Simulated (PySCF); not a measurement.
Ga(NH2)3 (GaH6N3), SMILES [NH2][Ga]([NH2])[NH2]. Atoms are numbered in the order given.

```xyz
10

Ga     0.0116     0.0021     0.0000
N     -0.0931     0.9148    -1.5977
H      0.2116     1.8914    -1.6206
H      0.2395     0.4417    -2.4419
N      0.0812    -1.8407     0.0000
H     -0.2633    -2.3276     0.8320
H     -0.2633    -2.3276    -0.8320
N     -0.0931     0.9148     1.5977
H      0.2395     0.4417     2.4419
H      0.2116     1.8914     1.6206
```

Geometry: PBE-D3(BJ)/def2-SVP. The structure was generated by enumeration; whether it is a known compound was not checked. One conformer was computed; it need not be the lowest.

These are TDDFT-PBE/def2-SVPD (PySCF 2.14.0) values and carry that method's errors.

Vertical excitations. Isolated molecule, no solvent. State labels are in the subgroup Cs.

**Question.** Give excitation energies, oscillator strengths and character. (Estimate from the structure and the level; the computed values follow.)

**Answer.** 
| state | symmetry | energy (eV) | λ (nm) | f | main pairs |
|---|---|---|---|---|---|
| S1 | A" | 4.49 | 276 | 0.008 | HOMO→LUMO 99 % |
| S2 | A' | 4.54 | 273 | 0.001 | HOMO−1→LUMO 100 % |
| S3 | A' | 5.41 | 229 | 0.066 | HOMO−2→LUMO 96 % |
| S4 | A" | 6.18 | 201 | 0.003 | HOMO→LUMO+2 94 % |
| S5 | A' | 6.23 | 199 | 0.006 | HOMO→LUMO+3 73 %, HOMO−1→LUMO+2 16 % |
| S6 | A" | 6.28 | 197 | 0.004 | HOMO−1→LUMO+3 89 % |
| S7 | A" | 6.32 | 196 | 0.082 | HOMO→LUMO+1 78 % |
| S8 | A' | 6.36 | 195 | 0.121 | HOMO−1→LUMO+1 41 %, HOMO−1→LUMO+2 26 %, HOMO→LUMO+3 24 % |
| S9 | A' | 6.38 | 194 | 0.060 | HOMO−1→LUMO+2 58 %, HOMO−1→LUMO+1 37 % |
| S10 | A" | 6.92 | 179 | 0.001 | HOMO→LUMO+4 99 % |
| T1 | A" | 4.24 | 292 | 0 | HOMO→LUMO 99 % |
| T2 | A' | 4.35 | 285 | 0 | HOMO−1→LUMO 99 % |
| T3 | A' | 5.05 | 245 | 0 | HOMO−2→LUMO 96 % |
| T4 | A" | 5.44 | 228 | 0 | HOMO→LUMO+1 99 % |
Triplets are in the Tamm–Dancoff approximation, which puts them higher than full response would, so one can lie above its singlet here.
